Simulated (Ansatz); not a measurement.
phenacyltetrahydrothiophenium, `O=C(C[S+]1CCCC1)c1ccccc1` was relaxed with PBE-D4 (def2-SVP) in Ansatz in these states: charge +1 singlet, neutral doublet. The geometries follow in no particular order.

A:

```xyz
29

O    -1.1792   -1.1204   -1.2330
C    -0.0853   -1.3120   -0.6432
C    -0.0112   -2.0672    0.5715
S    -0.4301    0.0543    2.3606
C    -2.2117   -0.4092    2.5167
C    -2.9078    0.1840    1.2899
C    -2.2816    1.5663    1.0726
C    -0.7608    1.3696    1.1088
C     1.1682   -0.6823   -1.2000
C     1.0896   -0.0931   -2.4802
C     2.2021    0.5386   -3.0470
C     3.4125    0.6037   -2.3352
C     3.5001    0.0315   -1.0559
C     2.3878   -0.6105   -0.4928
H     0.9381   -2.3514    1.0435
H    -0.9294   -2.5621    0.9184
H    -2.2839   -1.5126    2.5791
H    -2.5931    0.0210    3.4659
H    -2.7113   -0.4524    0.4011
H    -4.0051    0.2394    1.4466
H    -2.5948    2.2629    1.8799
H    -2.5893    2.0138    0.1057
H    -0.3762    1.0211    0.1296
H    -0.2011    2.2785    1.4031
H     0.1236   -0.1485   -3.0038
H     2.1287    0.9875   -4.0498
H     4.2880    1.1039   -2.7771
H     4.4430    0.0871   -0.4907
H     2.4701   -1.0415    0.5157
```

B:

```xyz
29

O    -0.5219    1.5373    1.0894
C     0.3642    0.9409    0.4724
C     0.2736   -0.5955    0.4658
S    -1.0932   -0.9848    1.6206
C    -1.3103   -2.8059    1.3222
C    -2.3194   -2.9345    0.1803
C    -3.3713   -1.8446    0.4181
C    -2.6225   -0.5327    0.6615
C     1.4688    1.5954   -0.2426
C     1.5376    3.0096   -0.2031
C     2.5696    3.6764   -0.8669
C     3.5379    2.9426   -1.5769
C     3.4765    1.5385   -1.6236
C     2.4475    0.8643   -0.9585
H     1.1806   -1.0844    0.8770
H     0.0619   -1.0204   -0.5371
H    -0.3147   -3.2554    1.1435
H    -1.7025   -3.1947    2.2831
H    -1.8178   -2.7922   -0.8004
H    -2.7606   -3.9512    0.1718
H    -3.9961   -2.0996    1.2991
H    -4.0598   -1.7253   -0.4425
H    -2.2690   -0.0443   -0.2666
H    -3.1554    0.2208    1.2704
H     0.7685    3.5590    0.3592
H     2.6256    4.7745   -0.8337
H     4.3506    3.4702   -2.0985
H     4.2365    0.9710   -2.1802
H     2.4150   -0.2352   -1.0038
```

Problem. Judge from the bond lengths which geometry belongs to which state (an estimate).

Solution. A is the neutral doublet (C3–S4 2.807 Å, C2–C3 1.432 Å, C2–C9 1.509 Å); B is the charge +1 singlet (C3–S4 1.831 Å, C2–C3 1.539 Å, C2–C9 1.470 Å).

The neutral doublet has come apart into loosely held pieces.
